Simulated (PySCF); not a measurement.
This script is equivalent to a calculation on Re(2+) (rhenium, charge +2).

```python
from pyscf import gto, scf, dft, mp, cc
import basis_set_exchange as bse
mol = gto.M(atom="Re 0 0 0", charge=2, spin=5, symmetry="D2h",
            basis=gto.basis.parse(bse.get_basis("ANO-RCC-VTZP", elements=["Re"], fmt="nwchem")),
            nucmod="G")
mf = dft.UKS(mol, xc="PBEsol").sfx2c1e()
mf.irrep_nelec = {'Ag': (11, 9), 'B1g': (3, 2), 'B2g': (3, 2), 'B3g': (3, 2), 'Au': (1, 1), 'B1u': (6, 6), 'B2u': (6, 6), 'B3u': (6, 6)}
mf.kernel()
```

Problem. What total energy does it give?

Solution. -16686.90 hartree (calculated).

Problem. Which occupied shell lies highest, and where?

Solution. 5d α, at -22.705 eV.

Problem. What is ⟨S²⟩, and what would a pure spin state give?

Solution. 8.752, against 8.75.

Spin-orbit coupling, which splits the p, d and f shells strongly at this Z, is absent.
